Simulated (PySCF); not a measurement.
Compound: C4H12OSi2.
Numbering: `[SiH3:1][CH2:2][CH2:3][O:4][C@H:5]1[CH2:6][SiH2:7]1`

Structure used (GFN2-xTB), in Å, numbered top down from 1:
```xyz
19
C4H12OSi2 angstrom
Si     1.9724   -0.2788    1.1334
C      2.1741   -0.2520   -0.7608
C      0.7780   -0.1427   -1.3393
O      0.0452    0.6543   -0.4261
C     -1.3360    0.6696   -0.6353
C     -2.1295   -0.5849   -0.2248
Si    -2.4440    0.9101    0.8768
H      1.6789    1.0410    1.6792
H      0.9565   -1.2611    1.5185
H      3.2610   -0.7343    1.6798
H      2.7684    0.6114   -1.0562
H      2.6755   -1.1377   -1.1461
H      0.3176   -1.1379   -1.4173
H      0.7571    0.3176   -2.3396
H     -1.5986    1.0838   -1.6108
H     -1.5268   -1.3974    0.1588
H     -2.8675   -0.9327   -0.9348
H     -1.8071    0.9424    2.1765
H     -3.6851    1.6386    0.6758
```

NICS = −σ at a ghost point: NICS(0) at the centroid of the ring atoms, NICS(1) 1 Å to either side along the normal of their mean plane, zz for the tensor component along that normal. Level: GIAO PBE0/pcSseg-1 (PySCF, non-relativistic, gas phase) on the GFN2-xTB geometry, one conformer.

Ring bond lengths (Å), with Mayer bond orders in brackets: C5–C6 1.540 (0.89), C6–Si7 1.883 (0.96), Si7–C5 1.890 (0.92).

Problem. What do the NICS probes read (ppm)?

Solution. 
```csv
ring,type,NICS(0),"NICS(1), two faces","NICS(1)zz, two faces",rms pucker (Å),"centre to ring atoms, mean (Å)"
C5–C6–Si7,3-membered ring with Si; formal bonds all single,-24.3,-6.4 / -9.5,-13.0 / -19.4,0.00,1.02
```

Problem. What do they say, and how far can they be read as aromaticity?

Solution. 
- C5–C6–Si7: mean NICS(1)zz -16.2 ppm, shielded. C5, C6, Si7 have four or more neighbours; no verdict on aromaticity is drawn. The two faces differ by 6.4 ppm, so no symmetry operation interchanges them. NICS(0) lies 16 ppm below the mean NICS(1).

Problem. What field does 14.1 T along the ring normal induce along that normal at the second NICS(1) probe listed for ring C5–C6–Si7, 1 Å off the ring?

Solution. NICSzz × B0 = -19.4 ppm × 14.1 T = -274 μT, against the applied field.

The run took 58 s wall on one thread of an Arm Neoverse N1, no GPU (shared host), and the process peaked at 0.79 GiB of memory. This is the whole shielding run at PBE0/pcSseg-1, SCF included.
